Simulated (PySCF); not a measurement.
Radial density of Mn⁺ (manganese, charge +1)

UHF, [Ar] 3d5 4s1, high-spin 7S determinant. Calculation: PySCF 2.14, in aug-cc-pwCVTZ (10s9p7d4f3g, 127 functions); the non-relativistic Hamiltonian (point nucleus).

| r (bohr) | 4πr²ρ (e/bohr) | 4πr²(ρα − ρβ) |
| --- | --- | --- |
| 0.00108 | 0.1474 | 0.0001 |
| 0.00182 | 0.4020 | 0.0001 |
| 0.00306 | 1.069 | 0.0004 |
| 0.00515 | 2.724 | 0.0010 |
| 0.00867 | 6.468 | 0.0022 |
| 0.0146 | 13.64 | 0.0045 |
| 0.0245 | 23.61 | 0.0066 |
| 0.0413 | 29.85 | 0.0038 |
| 0.0694 | 25.54 | -0.0066 |
| 0.117 | 24.59 | 0.0180 |
| 0.196 | 33.10 | 0.2808 |
| 0.330 | 18.91 | 1.3994 |
| 0.555 | 12.63 | 3.6963 |
| 0.934 | 12.92 | 4.0399 |
| 1.57 | 3.355 | 1.8694 |
| 2.64 | 0.6790 | 0.6527 |
| 4.45 | 0.1108 | 0.1108 |
| 7.48 | 0.001739 | 0.0017 |

Q: Where is the radial spin density 4πr²(ρα − ρβ) most negative, and why is it negative at all?

A: Around r = 0.0694 bohr, down to -0.0066 e/bohr: exchange with the open shell polarises the paired shells in an unrestricted calculation.
